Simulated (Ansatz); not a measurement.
The cluster ZnSe2⁻, relaxed as a quartet with UKS r2SCAN-D4/def2-TZVPD in Ansatz, starting from the r2SCAN-D4/def2-TZVPD geometry of the charge -1 doublet. Force threshold 0.02 eV/Å.

The relaxation made no stability test and no search for a lower SCF solution. At r2SCAN-D4/def2-TZVPD a doublet of charge -1 lies 2.10 eV below the quartet, each at its own geometry. The structure comes from a short search, and lower isomers may exist.

Start:

```xyz
3

Zn    0.0000    0.0001    0.0000
Se    1.5914    0.2697   -1.5508
Se   -1.5914   -0.2698    1.5508
```

| step | energy (eV) | largest force component (eV/Å) | SCF passes |
| --- | --- | --- | --- |
| 1 | -179118.2513 | 2.103 | 87 |
| 2 | -179118.6878 | 1.145 | 39 |
| 3 | -179118.9409 | 0.204 | 44 |
| 4 | -179118.9543 | 0.068 | 40 |
| 5 | -179118.9992 | 0.269 | 127 |
| 6 | -179119.1074 | 0.439 | 39 |
| 7 | -179119.2637 | 0.512 | 37 |
| 8 | -179119.4332 | 0.312 | 37 |
| 9 | -179119.5443 | 0.175 | 36 |
| 10 | -179119.6249 | 0.297 | 38 |
| 11 | -179119.7518 | 0.410 | 51 |
| 12 | -179119.8806 | 0.147 | 29 |
| 13 | -179119.8890 | 0.120 | 24 |
| 14 | -179119.8932 | 0.070 | 24 |
| 15 | -179119.8939 | 0.009 | 24 |

Force components are those of the run's own axes.

End:

```
atom   x (Å)   y (Å)   z (Å)
 Zn1   0.250   1.150   0.456
 Se2   0.946  -0.393  -1.272
 Se3  -1.196  -0.756   0.815
```

By distances, no bond broke or formed. The bond that changes most is Zn1–Se2, from 2.24 to 2.42 Å (atoms count from 1).

No frequencies were taken in this run, so the end may be a saddle point.

Hardware: 4 threads of Arm Neoverse V2 on a shared host. Wall time 1.7 min.
